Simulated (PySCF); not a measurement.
Species: C6H13OP.
Z-matrix (Å and degrees, PBE0-D3(BJ)/def2-SVP geometry), rows numbered from 1:
```
C 
C   1  1.5224
C   2  1.5309  1  113.86
C   3  1.5266  2  114.05  1   177.55
C   4  1.5269  3  113.64  2    62.21
C   5  1.5279  4  113.07  3   -61.14
P   6  1.8206  5  112.37  4    56.75
O   7  1.4957  2  115.97  1   -56.14
H   1  1.0996  2  110.75  3   177.79
H   1  1.1025  2  111.09  3    57.89
H   1  1.1015  2  110.82  3   -61.70
H   2  1.1066  1  108.86  3   121.66
H   3  1.1061  2  109.08  1   -59.71
H   3  1.1034  2  108.45  1    54.85
H   4  1.1015  3  109.32  2  -175.41
H   4  1.1050  3  109.12  2   -59.84
H   5  1.1021  4  109.83  3   176.59
H   5  1.1049  4  109.18  3    60.92
H   6  1.1037  5  111.39  4   -61.77
H   6  1.1015  5  112.40  4   178.58
H   7  1.4352  2  101.59  1    70.14
```

All values: PBE0/pcSseg-1 (PySCF, non-relativistic), on one gas-phase PBE0-D3(BJ)/def2-SVP geometry that isn't relaxed in the solvent. The solvent is an IEF-PCM continuum (van der Waals radii × 1.2). The model holds no explicit solvent molecules, cavitation or dispersion.

Gas phase at PBE0/pcSseg-1: HOMO -7.34 eV, LUMO 0.93 eV, dipole 4.50 D.

**Question.** What does the continuum do to the energy, the frontier levels and the dipole at PBE0/pcSseg-1 in cyclohexane?

**Answer.** 
```tsv
solvent	ε	E(solvent) − E(gas) (kcal/mol)	polarisation term (kcal/mol)	distortion of the solute (kcal/mol)	HOMO (eV)	LUMO (eV)	dipole (D)
cyclohexane	2.017	-3.76	-4.06	0.30	-7.40	1.10	5.04
```

Polarisation term: ½ Σ q·V over the induced surface charges. Distortion: the rise of the solute's own energy as its density leaves the gas-phase optimum.

**Question.** Which radius a makes the point-dipole formula ΔE = −[(ε − 1)/(2ε + 1)]·μ²/a³ give the value in cyclohexane, with the gas-phase dipole?

**Answer.** μ = 1.771 au and |ΔE| = 0.00599 Eh give a = 2.50 Å; the farthest nucleus lies 3.21 Å from the centroid of the nuclei, so such a sphere wouldn't even hold the nuclei. The formula assumes a rigid point dipole at the centre of a sphere.

**Question.** Which IAO charges (PBE0/pcSseg-1) respond most in cyclohexane (means over atoms taken as equivalent)?

**Answer.** 
```csv
atoms,environment,gas (e),solvent (e),change
O8,phosphoryl oxygen,-0.911,-0.938,-0.027
H21,P–H hydrogen,-0.118,-0.110,+0.008
H12,methine hydrogen,+0.142,+0.144,+0.002
H17,methylene hydrogen,+0.143,+0.145,+0.002
H14,methylene hydrogen,+0.138,+0.140,+0.002
H19,methylene hydrogen,+0.153,+0.155,+0.002
H20,methylene hydrogen,+0.160,+0.162,+0.002
C2,sp3 carbon bound to phosphorus,-0.350,-0.348,+0.002
H18,methylene hydrogen,+0.129,+0.131,+0.002
H13,methylene hydrogen,+0.125,+0.126,+0.001
H15,methylene hydrogen,+0.140,+0.141,+0.001
H16,methylene hydrogen,+0.126,+0.128,+0.002
```

**Question.** How do the nuclear quadrupole coupling constants eQVzz/h respond in cyclohexane?

**Answer.** 
```csv
nucleus,Q (barn),gas (MHz),solvent (MHz),η gas,η solvent
17O at O8,-0.0256,-5.97,-5.93,0.03,0.03
```

The run took 50 s on one thread of an Arm Neoverse V1, no GPU, on a shared host, and the process peaked at 1.1 GiB of memory. This is the whole shielding run at PBE0/pcSseg-1 in cyclohexane, SCF included.
